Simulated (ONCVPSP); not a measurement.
Varying the ONCV potential for cadmium (Cd)

Base potential:

| Quantity | Value |
| --- | --- |
| Element | Cd (Z = 48) |
| Generator | ONCVPSP 4.0.1 |
| Type | optimised norm-conserving Vanderbilt (ONCV) |
| Functional | PBE |
| Relativity | fully relativistic |
| Frozen core | [Ar] 3d10 |
| Valence charge | 20 |
| Reference configuration | 4s2 4p6 4d10 5s2 |
| Partial waves | 4s+5s: rc 1.25 bohr, ncon 4, nbas 8, qcut 9.6 1/bohr, 2 projectors; 4p: rc 0.90 bohr, ncon 4, nbas 7, qcut 9.7 1/bohr, 2 projectors, debl 0.4 Ha; 4d: rc 1.20 bohr, ncon 4, nbas 9, qcut 8.6 1/bohr, 2 projectors, debl 1.4 Ha |
| Local potential | polynomial inside 0.75 bohr (lpopt 5, dvloc0 0 Ha) |
| Core correction | polynomial model core, fcfact 0.7 |

Open shells are filled in proportion to 2j + 1.

In the p channel the program set the typed energies aside and used -2.393, 0.250 Ha (j = l + 1/2; the other j can differ).

Cutoffs, loose and tight: the cutoffs (Ha) at which the residual kinetic energy of the hardest occupied pseudo-wave falls to 1 and 0.1 mHa per electron. They do not see the model core or the augmentation charge, which bear on the density cutoff. Test errors are all-electron minus pseudo excitation energies from the reference, over the configurations 4s2 4p6 4d10 5s1; 4s2 4p6 4d10 5s0; 4s2 4p6 4d9 5s0; 4s2 4p6 4d10 5s1.5. A dash means not determined; rows that change the core or the reference have their own tests.

A true bound ghost makes a file unfit for plane-wave use even where its test errors are small: the radial tests pick states by their node count and pass the ghost by.

| change | outcome | cutoff, loose | cutoff, tight | bound ghosts | GHOST(+) flags above zero | largest test error (meV) |
| --- | --- | --- | --- | --- | --- | --- |
| base | generated, projector energies reset by the program | 79 Ha | 161 Ha | none | s, p3/2, p1/2 | +0.6 |
| local potential polynomial inside 0.75 bohr (lpopt 5, dvloc0 -0.5 Ha) | generated, projector energies reset by the program | 79 Ha | 161 Ha | none | s, p3/2, p1/2 | -0.4 |
| local potential polynomial inside 0.75 bohr (lpopt 5, dvloc0 1.5 Ha) | generated, projector energies reset by the program | 79 Ha | 161 Ha | none | s, p3/2 | +0.8 |
| local potential polynomial inside 0.75 bohr (lpopt 5, dvloc0 3.5 Ha) | generated, projector energies reset by the program | 79 Ha | 161 Ha | none | s, p3/2 | +1.0 |
| local potential polynomial inside 0.75 bohr (lpopt 5, dvloc0 5 Ha) | generated, projector energies reset by the program | 79 Ha | 161 Ha | none | s | +1.1 |
| local potential polynomial inside 0.75 bohr (lpopt 5, dvloc0 7 Ha) | generated, projector energies reset by the program | 79 Ha | 161 Ha | none | s | +1.1 |
| local potential polynomial inside 0.75 bohr (lpopt 5, dvloc0 9 Ha) | generated, projector energies reset by the program | 79 Ha | 161 Ha | none | s | +1.2 |

What comes out with this change to the base: local potential polynomial inside 0.75 bohr (lpopt 5, dvloc0 -2.5 Ha)?

outcome: generated, projector energies reset by the program; cutoff, loose: 79 Ha; cutoff, tight: 161 Ha; bound ghosts: s; GHOST(+) flags above zero: p3/2, p1/2; largest test error (meV): +3.7.

Reading the sweep of the dvloc0 (base included, trends over the rows without a ghost): The loose cutoff stays near 79 Ha. The median size of the test errors (rows with all tests solved) stays near 0.2 meV. Bound ghosts are found at -2.5 Ha.
